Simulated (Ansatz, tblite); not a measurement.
Spin states of the cluster Au₂F₂ (the lowest singlet isomer of a short search), each relaxed with PBE0-D4/def2-TZVP in Ansatz. Electronic energies in the gas phase.

In the def2 sets Au takes a core potential; there is no spin–orbit coupling. The xTB rows come from tblite. Correlated methods freeze 2 core orbitals; core or outer-core shells of Au are correlated, in sets that lack core-valence functions. The structure comes from a short search, and lower isomers may exist.

Singlet geometry (C2v within 0.1 Å):

```xyz
4

Au   -0.420   -0.529    1.787
Au    0.136    0.172   -0.581
F     1.058    1.721    0.069
F    -0.775   -1.364   -1.275
```

Triplet geometry (Cs within 0.1 Å):

```xyz
4

Au   -1.1540    0.9351   -1.3205
Au    0.3809   -0.3454    0.4278
F     0.7121   -2.2174    0.4553
F     0.0609    1.6277    0.4373
```

Quintet geometry (D2h within 0.1 Å):

```xyz
4

Au    0.6950    1.1536   -0.9753
Au   -0.6949   -1.1536    0.9755
F     0.8224    0.3754    1.0285
F    -0.8225   -0.3754   -1.0287
```

⟨S²⟩: triplet 2.01 at PBE0-D4/def2-TZVP (pure 2.00), quintet 6.01 at PBE0-D4/def2-TZVP (pure 6.00).

Run but left out: BHLYP-D4/def2-TZVP (singlet: restricted singlet, unstable in another Hartree–Fock run and untested here).

Only these spin states were relaxed. The triplet has other bonds than the singlet, so the gap mixes isomer and spin. The quintet has other bonds than the singlet, so the gap mixes isomer and spin.

```json
{"level": "GFN1-xTB", "triplet − singlet (kJ/mol)": "151.1", "quintet − singlet (kJ/mol)": "483.2", "lowest of these": "singlet"}
{"level": "r2SCAN-D4/def2-TZVP", "triplet − singlet (kJ/mol)": "102.8", "quintet − singlet (kJ/mol)": "373.3", "lowest of these": "singlet"}
{"level": "r2SCANh-D4/def2-TZVP", "triplet − singlet (kJ/mol)": "111.9", "quintet − singlet (kJ/mol)": "374.5", "lowest of these": "singlet"}
{"level": "PBE0-D4/def2-TZVP", "triplet − singlet (kJ/mol)": "133.0", "quintet − singlet (kJ/mol)": "407.0", "lowest of these": "singlet"}
{"level": "RPA@PBE/def2-TZVP", "triplet − singlet (kJ/mol)": "120.8", "quintet − singlet (kJ/mol)": "380.2", "lowest of these": "singlet"}
```

Q: Estimate the rows for GFN2-xTB, PBE-D4/def2-TZVP, revPBE-D4/def2-TZVP, BLYP-D4/def2-TZVP, ωB97X-V/def2-TZVP.

A: 
| level | triplet − singlet (kJ/mol) | quintet − singlet (kJ/mol) | lowest of these |
| --- | --- | --- | --- |
| GFN2-xTB | 260.8 | 743.3 | singlet |
| PBE-D4/def2-TZVP | 108.6 | 404.7 | singlet |
| revPBE-D4/def2-TZVP | 111.2 | 399.8 | singlet |
| BLYP-D4/def2-TZVP | 108.2 | 393.6 | singlet |
| ωB97X-V/def2-TZVP | 148.0 | 420.3 | singlet |

The xTB methods have no term that favours high spin, so they put low spin too low.
